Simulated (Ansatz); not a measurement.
Reaction (cleavage of the Si–Al bond): `[CH3][Al]([OH])[SiH3]` + `OC[TeH]` → `[SiH3]OC[TeH]` + `[CH3][AlH][OH]`

Program: Ansatz. Geometries: PBE0-D4/def2-TZVP. ΔE: electronic, gas phase. CCSD(T)/CBS is the MP2 limit (def2-TZVPP, def2-QZVPP) plus CCSD(T) − MP2 in def2-TZVPP, frozen cores. DFT in def2-TZVPP. B3LYP here is the variant with VWN-RPA as its local correlation; programs differ in this. def2 core potentials past Kr. For Te outer-core shells are correlated without core-valence functions, which leaves a few kJ/mol of doubt a bond. Each species was taken in one conformer, which may not be the lowest.

`[CH3][Al]([OH])[SiH3]`:

Z-matrix (Å, degrees):
```
C
Al 1 1.943
H 1 1.093 2 111.6
H 1 1.095 2 111.2 3 -120.8
H 1 1.095 2 111.1 3 120.7
O 2 1.702 1 117.0 3 -0.8
Si 2 2.461 1 124.3 3 179.3
H 6 0.956 2 122.9 1 180.0
H 7 1.493 2 111.5 1 61.2
H 7 1.493 2 111.6 1 -57.9
H 7 1.492 2 112.7 1 -178.4
```

`OC[TeH]`:

```xyz
7

O    -0.698    0.850   -0.993
C     0.330    0.067   -0.484
Te   -0.307   -1.595    0.772
H    -1.213    1.206   -0.263
H     1.051    0.624    0.119
H     0.843   -0.389   -1.328
H    -0.007   -0.764    2.176
```

`[SiH3]OC[TeH]`:

```xyz
10

Si    1.147    0.982   -0.181
O     0.599   -0.470   -0.750
C    -0.678   -0.963   -0.531
Te   -1.120   -1.584    1.507
H     2.389    1.259   -0.936
H     1.425    0.930    1.277
H     0.124    2.033   -0.436
H    -0.810   -1.871   -1.120
H    -1.458   -0.245   -0.797
H    -1.618   -0.071    1.966
```

`[CH3][AlH][OH]`:

Cartesian coordinates in Å:
```
C 0.230 1.245 0.043
Al -0.436 -0.572 -0.100
O 0.660 -1.838 0.192
H 0.161 1.766 -0.918
H 1.274 1.273 0.365
H -0.362 1.829 0.755
H -1.935 -0.945 -0.475
H 0.408 -2.758 0.138
```

```
             level  ΔE (kcal/mol)  difference from CCSD(T)/CBS
         r2SCAN-D4          -16.8                          1.9
          B3LYP-D4          -19.0                         -0.3
           ωB97X-V          -18.3                          0.4
           ωB97M-V          -19.6                         -0.9
            B2PLYP          -19.2                         -0.5
              PBE0          -13.5                          5.2
    MP2/def2-TZVPP          -21.0                         -2.3
SCS-MP2/def2-TZVPP          -21.5                         -2.8
CCSD(T)/def2-TZVPP          -18.4                          0.3
     MP2/CBS(def2)          -21.3                         -2.6
       CCSD(T)/CBS          -18.7                            0
```

Largest T1 diagnostic among the species: 0.013.

From PBE to PBE0 (25 % exact exchange), in def2-TZVPP and without D4, ΔE moves by −1.8 kcal/mol. The D4 term adds −1.4 kcal/mol with B3LYP and −0.7 kcal/mol with PBE0; it sums over pairs of atoms, weighted by their polarisabilities, and B3LYP, whose exchange is more repulsive, gets the larger term.
